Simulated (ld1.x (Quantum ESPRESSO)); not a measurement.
**vanadium (V), PAW: configuration errors across variants**

ld1.x (Quantum ESPRESSO) 7.5 input, shortened:

```
&input
   title='V', zed=23., rel=0, dft='PBESOL', iswitch=3,
   config='[Ar] 3d3 4s0.5 4p0'
 /
 &inputp
   pseudotype=3, lpaw=.true., tm=.true., lloc=-2, rcloc=1.50,
   nlcc=.true., new_core_ps=.true., rcore=1.50,
   which_augfun='BESSEL', rmatch_augfun=0.95
 /
6
3S  1  0   2.00   0.00  1.35  1.85  0.0
4S  2  0   0.50   0.00  1.35  1.85  0.0
3P  2  1   6.00   0.00  1.35  1.50  0.0
4P  3  1   0.00   0.00  1.35  1.50  0.0
3D  3  2   3.00   0.00  1.25  1.65  0.0
3D  3  2   0.00   4.00  1.25  1.65  0.0
 &test
   configts(1)='3s2 3p6 3d3 4s0.5 4p0'
 /
```

All-electron excitation energies from the reference (eV): (1) 3s2 3p6 3d3 4s2 4p0 -13.884; (2) 3s2 3p6 3d3 4s1 4p0 -6.212; (3) 3s2 3p6 3d3 4s0 4p0 7.864; (4) 3s2 3p6 3d3.5 4s1.5 4p0 -13.938; (5) 3s2 3p6 3d2 4s2 4p1 -7.874; (6) 3s2 3p6 3d2 4s0 4p0 36.885; (7) 3s2 3p6 3d2 4s2 4p0 -2.662.

On the changes marked as counting shells twice: ld1.x takes every shell without a wave as core, so the model core holds the marked electrons as well and exchange and correlation see them twice. This cancels in the reference configuration, but the file is broken for other ones, and its errors say nothing about a proper core correction.

The overlap operator is not positive definite (basis up to 400 Ry) in “local potential all-electron potential smoothed inside 1.20 bohr (lloc = -1)”. Such files are unfit for use, however small their errors in these radial tests.

2 further variants failed, have other tests or another functional or relativity, and are left out.

The file “type TM; waves now 3s (bound): rc 1.85 bohr; 3p (bound): rc 1.50 bohr; 3d (bound): rc 1.65 bohr; local potential all-electron potential smoothed inside 1.40 bohr (lloc = -1) (4s counted twice)” misses its own reference levels by 0.4 eV.

Errors AE − PS in meV (a dash: test not solved or not reliable):

| change | (1) | (2) | (3) | (4) | (5) | (6) | (7) | bound ghosts |
| --- | --- | --- | --- | --- | --- | --- | --- | --- |
| base | +0.4 | +0.1 | +0.1 | -1.0 | +12 | -0.7 | +15 | none |
| all radii but the core radius scaled by about 1.17 (s 2.16, p 1.76, d 1.92 bohr, rcut 1.58/1.58/1.46); local potential all-electron potential smoothed inside 1.76 bohr (lloc = -2); augmentation BESSEL, radius 1.12 bohr | -0.4 | -0.1 | -0.2 | – | – | – | – | none |
| local potential all-electron potential smoothed inside 1.88 bohr (lloc = -2) | +0.4 | +0.1 | +0.1 | -0.7 | +18 | -0.8 | +22 | none |
| core correction Bessel-smoothed model core inside 1.28 bohr | +0.4 | 0.0 | +0.1 | -0.9 | +12 | -0.7 | +15 | none |
| waves 3s (bound): rcut 1.18, rcutus 1.26 bohr; 4s (bound): rcut 1.18, rcutus 1.26 bohr | -0.1 | 0.0 | -0.1 | -1.2 | -0.2 | -2.4 | -0.4 | none |
| type TM; waves now 3s (bound): rc 1.85 bohr; 3p (bound): rc 1.50 bohr; 3d (bound): rc 1.65 bohr; local potential all-electron potential smoothed inside 1.40 bohr (lloc = -1) (4s counted twice) | +146 | +135 | -257 | +39 | +275 | -434 | +610 | none |
| augmentation BESSEL, radius 1.25 bohr | 0.0 | 0.0 | -0.1 | -0.9 | -1.9 | -1.6 | -2.0 | none |
| wave 3d channel at 4 Ry: rcut 1.25, rcutus 1.65 bohr becomes 3d channel at 2.82 Ry: rcut 1.25, rcutus 1.65 bohr | +0.4 | +0.1 | +0.1 | -0.3 | +13 | +1.5 | +16 | none |
| local potential all-electron potential smoothed inside 1.20 bohr (lloc = -1) | +2.0 | +0.3 | +0.3 | +1.1 | +14 | +11 | +14 | not determined (overlap not positive) |

Question: Give the same row for: waves 3p (bound): rcut 1.35, rcutus 1.56 bohr; 4p (bound): rcut 1.35, rcutus 1.56 bohr.

Answer: +0.5, +0.1, +0.1, -0.9, +14, -0.4, +17; bound ghosts: none.
